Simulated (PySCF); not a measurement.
Exercise with solution: chemical shift, span and skew from a shielding tensor

C4H5FSi, SMILES C#C/C=C\[SiH2]F. Atoms are numbered in the order given.

```xyz
11

C     -1.0204    -2.6712     0.0000
C      0.0134    -2.0398     0.0000
C      1.2074    -1.2347     0.0000
C      1.1512     0.1088     0.0000
Si    -0.4793     1.0238     0.0000
F     -0.1321     2.6192     0.0000
H     -1.9342    -3.2399     0.0000
H      2.1641    -1.7711     0.0000
H      2.0942     0.6688     0.0000
H     -1.2676     0.7286     1.2244
H     -1.2676     0.7286    -1.2244
```
Charge 0, spin multiplicity 1.

Geometry: ωB97X-D3(BJ)/def2-SVP. The structure was generated by enumeration; whether it is a known compound was not checked. Other conformers were not sampled.

GIAO shieldings from PBE0/pcSseg-1 in PySCF, non-relativistic, no solvent. The symmetric part of the tensor of C2 has the principal values 0.8, 4.8, 296.6 ppm. The same nucleus in TMS has σ = 186.3 ppm at this level (PySCF, at its B3LYP-D3(BJ)/def2-TZVP geometry).

Question: Work out the isotropic shielding, the ¹³C shift against TMS, the span and the skew.

Answer: 
σ(iso) = (σ11 + σ22 + σ33)/3 = 100.7 ppm. δ = σ(ref) − σ(iso) = 186.3 − (100.7) = 85.6 ppm.
Span Ω = σ33 − σ11 = 295.8 ppm. Skew κ = 3(σ(iso) − σ22)/Ω = 0.97, an axial tensor. Tumbling in solution averages the tensor to δ; in a static solid the shielding alone would spread this spin-1/2 line over Ω.
